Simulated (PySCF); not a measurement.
Isomers of C7H16N2Si, from PySCF, PBE0-D3(BJ)/def2-SVP geometry optimisation, gas phase. One conformer each, no zero-point energy, no frequencies.

Task: Which isomer lies lowest at this level?
A. `[CH3:1][CH:2]([CH3:3])[C:4]1=[N:5][N:6]([SiH3:7])[CH2:8][C@@H:9]1[CH3:10]` with C1–C2–C4–N5 -52°, C4–N5–N6–Si7 -172°, N5–N6–C8–C9 20°, N6–C8–C9–C10 100°, C2–C4–C9–C8 -171°: A = 1613, B = 757.4, C = 601.3 MHz, dipole 2.24 D
B. `[CH2:1]1[CH2:2][CH2:3][CH:4]([SiH:5]2[NH:6][CH2:7][CH2:8][NH:9]2)[CH2:10]1` with C3–C4–Si5–N6 172°, C10–C1–C2–C3 -1°, C1–C2–C3–C4 -24°, C2–C3–C4–Si5 163°, C4–Si5–N6–C7 -134°: A = 2870, B = 604.8, C = 540.2 MHz, dipole 0.68 D
C. `[CH2:1]1[CH2:2][CH2:3][N:4]([C@H:5]2[CH2:6][CH2:7][NH:8][SiH2:9]2)[CH2:10]1` with C3–N4–C5–C6 63°, C10–C1–C2–C3 -6°, C1–C2–C3–N4 -20°, C2–C3–N4–C5 169°, N4–C5–C6–C7 163°: A = 2629, B = 679.6, C = 565.8 MHz, dipole 0.94 D

Result: B. That is `C1CCC([SiH]2NCCN2)C1`, 25.4 kcal/mol below the next.

```csv
SMILES,mapped SMILES,E (Eh),relative (kcal/mol),relative (kJ/mol),dipole (D)
C1CCC([SiH]2NCCN2)C1,[CH2:1]1[CH2:2][CH2:3][CH:4]([SiH:5]2[NH:6][CH2:7][CH2:8][NH:9]2)[CH2:10]1,-674.49729,0.0,0.0,0.68
C1CCN([C@H]2CCN[SiH2]2)C1,[CH2:1]1[CH2:2][CH2:3][N:4]([C@H:5]2[CH2:6][CH2:7][NH:8][SiH2:9]2)[CH2:10]1,-674.45681,25.4,106.3,0.94
CC(C)C1=NN([SiH3])C[C@@H]1C,[CH3:1][CH:2]([CH3:3])[C:4]1=[N:5][N:6]([SiH3:7])[CH2:8][C@@H:9]1[CH3:10],-674.42997,42.2,176.8,2.24
```

As drawn, the lowest has an N–H bond and an Si–C bond, which the highest lacks; the highest has a C=N bond and an N–N linkage, which the lowest lacks.
